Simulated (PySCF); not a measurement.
Cyclopentadienecarbonitrile, C6H5N.
Cartesian coordinates in Å at the GFN2-xTB level; atoms count from 1:
```
atom  x, y, z in Å
N1     3.3802   -0.1082   -0.0011
C2     2.2357   -0.0063   -0.0129
C3     0.8430    0.1017   -0.0247
C4     0.1022    1.2186   -0.2252
C5    -1.2930    0.8762   -0.1549
C6    -1.4204   -0.4393    0.0858
C7    -0.0738   -1.0663    0.1934
H8     0.4816    2.2078   -0.4090
H9    -2.0885    1.5880   -0.2807
H10   -2.3320   -0.9978    0.1916
H11    0.0877   -1.5304    1.1691
H12    0.0785   -1.8448   -0.5576
```

The closed-shell ground state was solved at several levels (PySCF, density fitting, gas phase, non-relativistic).

```tsv
level	basis functions	total energy (Eh)	HOMO (eV)	LUMO (eV)	gap (eV)	dipole (D)
CAM-B3LYP/def2-SVPD	180	-285.9910	-8.29	-0.82	7.47	4.67
PBE0/pcSseg-1	144	-285.9730	-7.07	-1.90	5.17	4.58
```

**Question.** Estimate the row for B3LYP/pcJ-1, a basis of 239 functions; the other rows only guide the guess.

**Answer.** Total energy -286.3624 Eh, HOMO -6.83 eV, LUMO -2.06 eV, gap 4.77 eV, dipole 4.59 D.

**Question.** Over all these levels, which gives the widest orbital gap and which the narrowest?

**Answer.** CAM-B3LYP/def2-SVPD (range-separated hybrid) has the widest, 7.47 eV, and B3LYP/pcJ-1 (global hybrid, 20 % exact exchange) the narrowest, 4.77 eV. Functional and basis both differ between the two, so the spread mixes both effects.

**Question.** How far do the dipole and the HOMO energy spread over the levels?

**Answer.** The dipole runs from 4.58 to 4.67 D (mean 4.61 D) and the HOMO from -8.29 to -6.83 eV.
